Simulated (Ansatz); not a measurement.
Basis sets compared for the cluster Rb₃ (the lowest doublet isomer of a short search). Charge 0, multiplicity 2. Geometry B3LYP/def2-TZVP. Ansatz on 4 threads of Arm Neoverse V1 on a shared host; times are rough, and most runs start from earlier orbitals.

Cartesian coordinates in Å:
```
Rb 2.256 2.059 -2.104
Rb -3.088 -1.983 0.533
Rb 0.832 -0.076 1.571
```

In the def2 sets Rb takes a core potential; there is no spin–orbit coupling. At r2SCAN/def2-TZVP, r2SCAN/def2-TZVPD the charge 0 doublet is spin-contaminated (final ⟨S²⟩ up to 0.91, 0.75 for a pure state). The structure comes from a short search, and lower isomers may exist.

Binding counts from free atoms (Rb doublet) in the same basis, without a counterpoise term.

| level | functions | energy (Eh) | HOMO (eV) | LUMO (eV) | binding per atom (eV) | wall time |
| --- | --- | --- | --- | --- | --- | --- |
| PBE/def2-SVP | 72 | -72.2735 | -2.25 | -1.94 | 0.25 | 1.6 s |
| PBE/def2-TZVP | 99 | -72.2753 | -2.24 | -1.93 | 0.26 | 2.7 s |
| r2SCAN/def2-TZVP (with forces) | 99 | -72.3099 | -2.36 | -1.50 | 0.20 | 12 s |
| PBE0/def2-SVP | 72 | -72.2688 | -2.61 | -1.50 | 0.22 | 3.3 s |
| PBE0/def2-TZVP | 99 | -72.2702 | -2.60 | -1.48 | 0.23 | 11 s |

Estimate the rows for PBE/def2-TZVPD, r2SCAN/def2-TZVPD, PBE0/def2-TZVPD.


| level | functions | energy (Eh) | HOMO (eV) | LUMO (eV) | binding per atom (eV) | wall time |
| --- | --- | --- | --- | --- | --- | --- |
| PBE/def2-TZVPD | 99 | -72.2753 | -2.24 | -1.93 | 0.26 | 2.6 s |
| r2SCAN/def2-TZVPD | 99 | -72.3099 | -2.36 | -1.50 | 0.20 | 11 s |
| PBE0/def2-TZVPD | 99 | -72.2702 | -2.60 | -1.48 | 0.23 | 2.2 s |
